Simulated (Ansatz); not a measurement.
# A ladder of methods for InNH2F2 (SMILES [NH2][In]([F])[F])

InNH2F2 has 6 atoms, charge 0, and is taken as a singlet. SMILES: `[NH2][In]([F])[F]`. Geometry: optimised at r2SCAN/def2-SVP.

Quantity: the adiabatic ionisation energy (to the doublet cation, shapes relaxed at r2SCAN/def2-SVP, no zero-point term), in eV. The values are calculated.

```json
{"level": "HF/def2-SVP (core potential)", "kind": "Hartree–Fock", "program": "Ansatz", "value (eV)": "8.10", "CPU time (all runs)": "1.8 s"}
{"level": "SVWN5/def2-SVP (core potential)", "kind": "LDA", "program": "Ansatz", "value (eV)": "10.02", "CPU time (all runs)": "2.9 s"}
{"level": "BLYP/def2-SVP (core potential)", "kind": "GGA", "program": "Ansatz", "value (eV)": "9.40", "CPU time (all runs)": "5.4 s"}
{"level": "PBE/def2-SVP (core potential)", "kind": "GGA", "program": "Ansatz", "value (eV)": "9.55", "CPU time (all runs)": "5.4 s"}
{"level": "r2SCAN/def2-SVP (core potential)", "kind": "meta-GGA", "program": "Ansatz", "value (eV)": "9.46", "CPU time (all runs)": "9.2 s"}
{"level": "B3LYP/def2-SVP (core potential)", "kind": "global hybrid", "program": "Ansatz", "value (eV)": "9.58", "CPU time (all runs)": "5.4 s"}
{"level": "B2PLYP/def2-SVP (core potential)", "kind": "double hybrid", "program": "Ansatz", "value (eV)": "9.41", "CPU time (all runs)": "7.2 s"}
{"level": "MP2/def2-SVP (core potential)", "kind": "perturbation theory", "program": "Ansatz", "value (eV)": "9.30", "CPU time (all runs)": "2.2 s"}
```

Spin-orbit coupling, which can split open shells on such heavy atoms by tenths of an eV, is left out. The values span 8.10 to 10.02 eV. In the correlated wave-function rows the outer d shell of In is correlated, in sets not made for it. In so small a basis fixed costs decide the times, and correlated methods can beat functionals. CPU times are rough (shared hosts, several kinds of processor and program).
